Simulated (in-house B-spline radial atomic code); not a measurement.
# Pm⁺: [Xe] 4f5 6s1

Computed with an all-electron radial atomic-structure program (B-spline basis): Dirac-Kohn-Sham LDA VWN5, spherical fractional occupations, Fermi nucleus of rms radius 4.962 fm.

Z_r = [3n² - l(l+1)]/(2<r>); Z_e = n√(-2ε); the last column is Slater's effective charge. Values are occupation-weighted means over j. An effective charge above Z reflects the relativistic contraction of the inner shells.

```tsv
shell	electrons	ε (eV)	<r> (bohr)	Z_r	Z_e	Slater
1s	2	-44936	0.0232	64.66	57.47	60.70
2s	2	-7309.2	0.09853	60.90	46.36	56.85
2p	6	-6552.3	0.08682	57.59	43.89	56.85
3s	2	-1598.1	0.2605	51.83	32.51	49.75
3p	6	-1358.1	0.2584	48.37	29.97	49.75
3d	10	-1017.9	0.2364	44.42	25.95	39.85
4s	2	-322.11	0.5932	40.46	19.46	33.25
4p	6	-242.86	0.6275	36.65	16.90	33.25
4d	10	-128.51	0.6891	30.48	12.29	21.85
5s	2	-48.069	1.439	26.05	9.40	11.00
5p	6	-28.989	1.689	21.61	7.30	11.00
6s	1	-8.5601	3.914	13.80	4.76	3.20
4f	5	-8.4207	1.051	17.12	3.15	13.60
```

The least bound orbital is 4f7/2 at -8.218 eV, while the most diffuse is 6s1/2 (<r> = 3.914 bohr against 1.06 bohr): energy order and size order differ.

Spin-orbit splittings of the orbital energies (j = l + 1/2 above j = l - 1/2 when positive): 2p 559.5 eV, 3p 112.5 eV, 3d 24.4 eV, 4p 24.7 eV, 4d 4.388 eV, 5p 3.33 eV, 4f 0.4737 eV.

For the 1s electron the small component carries 5.12 % of the norm, the zero-frequency Breit interaction raises the level by 128.8 eV, self-energy by 76.17 eV, and vacuum polarisation lowers it by 11.87 eV.
